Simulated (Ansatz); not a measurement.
Isolated molecules relaxed with PBE0-D4/def2-TZVP in Ansatz; ΔE leaves out vibrations. CCSD(T)/CBS is the MP2 limit (def2-TZVPP, def2-QZVPP) plus CCSD(T) − MP2 in def2-TZVPP, frozen cores. This one scheme is used for every species. Functionals use def2-TZVPP. B3LYP here is the variant with VWN-RPA as its local correlation; programs differ in this. One conformer a species, not always the lowest.

`OC(O)=C[SiH3]` + `O[Si]S` → `[SiH3]O[Si]S` + `C=C(O)O`  (ligand exchange at the Si–C bond)

CCSD(T)/CBS gives -86.4 kJ/mol.

Task: Another level gave -87.9 kJ/mol. Which?
A. PBE-QIDH/def2-TZVPP
B. B3LYP-D4/def2-TZVPP
C. PBE0-D4/def2-TZVPP
D. revPBE/def2-TZVPP

Result: B. B3LYP-D4 -87.9, revPBE -72.0, PBE-QIDH -82.8, PBE0-D4 -76.7 kJ/mol.

Largest T1 diagnostic among the species: 0.015.

From PBE to PBE0 (25 % exact exchange), in def2-TZVPP and without D4, ΔE moves by −5.4 kJ/mol. At CCSD(T), def2-SVP lies +3.2 kJ/mol from the extrapolated value and def2-TZVPP −0.1 kJ/mol. Leaving LDA and LC-ωPBE aside and taking each functional with its dispersion term where it has one, the values, not all of them listed here, spread over 26.1 kJ/mol, from BHLYP-D4 to revPBE-D4.

CCSD(T)/CBS has its own doubt, a few kJ/mol and more with outer-core shells, so smaller differences from it don't rank the levels.
